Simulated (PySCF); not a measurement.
Ge(H)(OH)3, SMILES [OH][GeH]([OH])[OH], PBE0/def2-SVP optimised geometry.

```
8

Ge    -0.78    -0.77     0.00
O     -1.32     0.92     0.00
O     -1.32    -1.51    -1.51
O      0.99    -0.77     0.00
H     -1.33    -1.52     1.21
H     -0.57     1.52    -0.05
H     -1.77    -0.87    -2.08
H      1.33    -1.12    -0.83
```

Density from PBE0/def2-TZVP run with PySCF at that geometry.

Minimum of the electron density along straight lines between bonded atoms, close to the bond critical point (lines longer than 1.1 times the sum of covalent radii, or with two minima, are not listed):

```json
[
 {"bond": "Ge1–O2", "length / Å": "1.769", "ρ at the minimum / e bohr⁻³": "0.148", "∇²ρ there / e bohr⁻⁵": "0.67", "position (fraction from the first atom)": "0.47"},
 {"bond": "Ge1–O3", "length / Å": "1.769", "ρ at the minimum / e bohr⁻³": "0.148", "∇²ρ there / e bohr⁻⁵": "0.67", "position (fraction from the first atom)": "0.47"},
 {"bond": "Ge1–O4", "length / Å": "1.769", "ρ at the minimum / e bohr⁻³": "0.148", "∇²ρ there / e bohr⁻⁵": "0.67", "position (fraction from the first atom)": "0.47"},
 {"bond": "Ge1–H5", "length / Å": "1.525", "ρ at the minimum / e bohr⁻³": "0.141", "∇²ρ there / e bohr⁻⁵": "[?]", "position (fraction from the first atom)": "0.59"},
 {"bond": "O2–H6", "length / Å": "0.964", "ρ at the minimum / e bohr⁻³": "0.354", "∇²ρ there / e bohr⁻⁵": "-2.39", "position (fraction from the first atom)": "0.81"},
 {"bond": "O3–H7", "length / Å": "0.964", "ρ at the minimum / e bohr⁻³": "0.354", "∇²ρ there / e bohr⁻⁵": "-2.39", "position (fraction from the first atom)": "0.81"},
 {"bond": "O4–H8", "length / Å": "0.964", "ρ at the minimum / e bohr⁻³": "0.354", "∇²ρ there / e bohr⁻⁵": "-2.39", "position (fraction from the first atom)": "0.81"}
]
```

Q: What belongs in the gaps?

A: 
- Ge1–H5, ∇²ρ there / e bohr⁻⁵: 0.03
